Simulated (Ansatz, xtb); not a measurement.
Two isomers of C5H7FOSi

Structure a: `COC1=C[SiH](F)C=C1`, a singlet. Structure b: `COC1=CC=C[SiH]1F`, a singlet. Both are isolated molecules in the gas phase, relaxed with PBE-D3(BJ)/def2-SVP; each stands in its lowest conformer found.

Energies in hartree; the thermal terms are from GFN2-xTB frequencies at re-optimised GFN2-xTB minima (ideal gas, soft modes damped towards free rotors, one conformer each, 298.15 K, 1 atm) and include the zero-point energy:

```
                              a           b
E, CCSD(T)/def2-SVP  −657.510522  −657.498265
    E, MP2/def2-SVP  −657.412527  −657.399710
  E, MP2/def2-TZVPP  −658.234291  −658.220630
  zero-point energy     0.106334     0.106197
       H(298 K) − E     0.116019     0.115980
       G(298 K) − E     0.072799     0.072548
```

Q: Correct the CCSD(T) difference for the basis set by the MP2 change, then work out ΔE, ΔE₀, ΔH and ΔG for a → b in kJ/mol (1 Eh = 2625.50 kJ/mol) and the equilibrium ratio [b]/[a].

A: 1. Differences b − a: CCSD(T) +0.012257, MP2 in the small set +0.012817, MP2 in the large set +0.013661 Eh.
2. ΔE = +0.012257 + (+0.013661 − (+0.012817)) = +0.013101 Eh = +34.40 kJ/mol.
3. ΔE₀ = ΔE + ΔZPE = +0.013101 + (−0.000137) Eh = +34.04 kJ/mol.
4. ΔH = ΔE + (−0.000039) Eh = +34.29 kJ/mol.
5. ΔG = ΔE + (−0.000251) Eh = +33.74 kJ/mol, so ΔS = (ΔH − ΔG)/T = +1.9 J/(mol K).
6. kT = 0.9442 mEh, so K = [b]/[a] = exp(−ΔG/kT) = exp(−13.61) ≈ 1.2 × 10^−6.

Structure a is favoured at this temperature. An error of 4 kJ/mol in ΔG would change K by a factor of 5. Mirror images and further conformers aren't counted.

As drawn, both hold the same kinds of bond in the same numbers.

Other levels gave ΔE = +10.3 (GFN2-xTB); +11.5 (HF/STO-3G, GFN2-xTB geometries); +30.4 (r2SCAN-D4/def2-SVP, GFN2-xTB geometries); +25.6 (PBE-D3(BJ)/def2-SVP); +36.4 (HF/def2-SVP); +33.7 (MP2/def2-SVP); +32.2 (CCSD(T)/def2-SVP) kJ/mol. The correlated steps freeze 12 core orbitals. Programs: Ansatz 0.2.0, xtb 6.7.1.
